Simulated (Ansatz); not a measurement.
A barrier at the coupled-cluster level

Start structure (BNH6Se, closed shell), relaxed at PBE0-D4/def2-TZVP:

```json
{"atom": "B1", "x (Å)": "-1.1762", "y (Å)": "-0.4130", "z (Å)": "0.8906"}
{"atom": "N2", "x (Å)": "-0.5315", "y (Å)": "0.8057", "z (Å)": "0.7906"}
{"atom": "H3", "x (Å)": "-2.1635", "y (Å)": "-0.5074", "z (Å)": "1.5612"}
{"atom": "H4", "x (Å)": "-0.7302", "y (Å)": "-1.3559", "z (Å)": "0.2976"}
{"atom": "H5", "x (Å)": "1.4220", "y (Å)": "0.1523", "z (Å)": "-2.6061"}
{"atom": "Se6", "x (Å)": "2.2850", "y (Å)": "-0.0720", "z (Å)": "-1.4410"}
{"atom": "H7", "x (Å)": "0.3042", "y (Å)": "0.9401", "z (Å)": "0.2398"}
{"atom": "H8", "x (Å)": "-0.8495", "y (Å)": "1.6361", "z (Å)": "1.2609"}
{"atom": "H9", "x (Å)": "1.4397", "y (Å)": "-1.1859", "z (Å)": "-0.9936"}
```

The step: BNH₄ ([BH2][NH2]) + H₂Se → BH₃Se ([BH2][SeH]) + NH₃ (still joined by a long B–N bond); bonds formed: B1–Se6, N2–H5; bonds broken: H5–Se6; bonds weakened to dative contacts: B1–N2. Program: Ansatz 0.2.0. Basis: def2-TZVPP and def2-QZVPP. Cores are frozen in the correlated methods. Filled d shells of the heavier atoms are correlated. The def2 sets are not built for correlating such inner shells, so the correlated values are less sure here. Extrapolation: Hartree–Fock as exp(−7.88 √X), correlation as X^−2.97. Energies below are by CCSD(T) at an estimated basis limit (MP2 extrapolated from triple and quadruple zeta, plus CCSD(T) − MP2 in triple zeta).

Problem. What are the electronic barrier and the energy of the step, from the start structure to the end structure? (Judge from chemistry; the value comes from the calculation.)

Solution. The calculation gives: Barrier 100.9 kJ/mol; step energy -34.9 kJ/mol (downhill); reverse barrier, their difference, 135.8 kJ/mol. Barrier and step energy count from the start structure, the reverse barrier from the end structure.

The saddle point: One imaginary mode of 1058i cm⁻¹.
```tsv
pair	start (Å)	saddle (Å)	end (Å)
B1–Se6	4.19	2.42	2.03
N2–H5	3.97	1.49	1.02
B1–N2	1.38	1.51	1.63
H5–Se6	1.47	1.64	3.01
```

Zero-point energy (harmonic, PBE0-D4): ZPE is 166.0 kJ/mol at the start and 163.7 kJ/mol at the saddle, so the barrier goes from 100.9 to 98.5 kJ/mol.

No T1 diagnostic of these runs exceeds 0.012.

Labels in which every atom is bracketed show which atoms are joined, not bond orders.

For scale, one of the runs: CCSD(T)/def2-TZVPP, 194 basis functions, launched by `ansatz run in.yaml --threads 4 --pin off --events-out ev --progress --plain --max-ram 9574MiB`. Hardware: 4 CPU threads of an Arm Neoverse V2, shared host. Wall time 44 s; peak host memory 2.3 GiB.
